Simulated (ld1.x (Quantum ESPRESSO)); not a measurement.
## cerium (Ce): excitation energies, all-electron against TM

```
Element                 : cerium
Generator               : ld1.x (Quantum ESPRESSO) 7.5
Type                    : norm-conserving Troullier–Martins (Kleinman–Bylander form)
Functional              : PBE
Relativity              : scalar-relativistic
Frozen core             : [Kr] 4d10
Valence charge          : 12
Reference configuration : 4f1 5s2 5p6 5d1 6s2 6p0
Partial waves           : 5s (bound): rc 1.95 bohr; 5p (bound): rc 2.10 bohr; 5d (bound): rc 3.00 bohr; 4f (bound): rc 1.50 bohr
Local potential         : all-electron potential smoothed inside 1.50 bohr (lloc = -2)
Core correction         : none
```

Occupied shells without a wave of their own: 6s. They enter only through the test configuration that unscreens the potential.

Energies are relative to the spin-unpolarised reference configuration 4f1 5s2 5p6 5d1 6s2 6p0; without spin polarisation the order of configurations can differ from experiment.

```
  valence configuration  charge  ΔE all-electron (eV)  error AE − PS (meV)
4f1 5s2 5p6 5d1 6s0 6p0      +2                17.151                -1452
4f1 5s2 5p6 5d0 6s0 6p0      +3                36.330                -2131
4f0 5s2 5p6 5d2 6s1 6p0      +1                11.225                  +24
4f1 5s2 5p6 5d1 6s0 6p1      +1                 9.120                -1099
4f1 5s2 5p5 5d1 6s2 6p0      +1                27.860                 +192
```

Task: What are ΔE and the potential's error for 4f1 5s2 5p6 5d1 6s1 6p0?

Result: ΔE = 6.070 eV all-electron; the error (AE − PS) is -523 meV.

Task: What are ΔE and the potential's error for 4f2 5s2 5p6 5d1 6s0 6p0?

Result: ΔE = 6.120 eV all-electron; the error (AE − PS) is -178 meV.

These tests converged, but a pseudo level misses the all-electron one widely, so the file describes the atom poorly there or has found another state: 4f2 5s2 5p6 5d1 6s0 6p0: 4f by 1.1 eV. The 6s level has no wave, so the channel is fitted at the deeper level alone: the likely source of the large errors.

The potential misses its own reference levels by up to 0.4 eV.
